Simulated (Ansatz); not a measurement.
C2H6S, charge +1, doublet, geometry from GFN2-xTB (a state made from the parent by changing its charge; the spin is typed, not shown lowest). Base run: PBE/6-31G** (Ansatz, an electronic-structure program).

Here is a job for Ansatz.
Ansatz 0.2 input:
```yaml
crystal:
  periodic: [false, false, false]
  atoms:
    - {symbol: C, position_ang: [1.28089259, 0.21169350, 0.68335560]}
    - {symbol: S, position_ang: [0.01499802, 0.28322653, -0.56655118]}
    - {symbol: C, position_ang: [-1.30390679, -0.64629964, 0.18600725]}
    - {symbol: H, position_ang: [1.54226619, -0.82365746, 0.90480822]}
    - {symbol: H, position_ang: [2.15771555, 0.74065689, 0.31689816]}
    - {symbol: H, position_ang: [0.93231569, 0.67887698, 1.60539170]}
    - {symbol: H, position_ang: [-0.98486767, -1.67128238, 0.37976291]}
    - {symbol: H, position_ang: [-2.15303809, -0.65232660, -0.49358934]}
    - {symbol: H, position_ang: [-1.59627479, -0.19625504, 1.13537012]}
basis:
  gaussian:
    orbitals: 6-31G__.json
hamiltonian:
  xc: pbe
total_charge: 1
magnetization: {spin_polarized: true, initial_magnetization: 1}
```
The basis file holds 6-31G** in the JSON format of the Basis Set Exchange.

Each row names what was changed in the base input (with any setting that the change needs).

| change | ΔE vs base (mEh) |
|---|---|
| base | 0.000 |
| point_charge = charge:0.5 position_ang:4.92, -0.9908, -1.5535 | 49.841 |
| point_charge = charge:-1.0 position_ang:-3.2385, -3.1737, 3.6064 | -96.593 |
| lower_state_search = full | 0.000 |
| accuracy = high | 0.000 |
| nuclear_model = gaussian | 0.318 |
| final_grid = 14, 28, 59 | -0.001 |
| final_grid = 6, 12, 29 | 0.012 |
| fitting.mean_field = cc-pVTZ-JKFIT | -0.053 |
| point_charge = charge:1.0 position_ang:1.2292, 4.7146, -1.2612 | 98.077 |
| forces = on | 0.000 |
